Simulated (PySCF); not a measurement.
**Working out the excitation energy of F²⁺**

F²⁺ [He] 2s2 2p3 (4S) → F²⁺ [He] 2s1 2p4 (4P). Calculation: PySCF 2.14, in x2c-TZVPPall with one added diffuse shell each of s, p, d type (6s4p3d1f, 40 functions); the spin-free X2C one-electron Hamiltonian (Gaussian nucleus). Frozen: nothing. Energies in hartree (1 hartree = 27.21139 eV):

```json
{"part": "UHF", "F²⁺ (lower)": "-97.696831", "F²⁺ (upper)": "-97.001266"}
{"part": "CCSD correlation", "F²⁺ (lower)": "-0.130178", "F²⁺ (upper)": "-0.130636"}
{"part": "(T)", "F²⁺ (lower)": "-0.001202", "F²⁺ (upper)": "-0.001373"}
```

Q: What does Hartree-Fock give?

A: (-97.001266) − (-97.696831) = 0.695565 hartree = 18.927 eV.

Q: What do CCSD and CCSD(T) give?

A: The CCSD correlation energies differ by -0.000458 hartree = -0.012 eV and the triples by -0.000171 hartree = -0.005 eV, so CCSD gives 18.915 eV and CCSD(T) 18.910 eV.
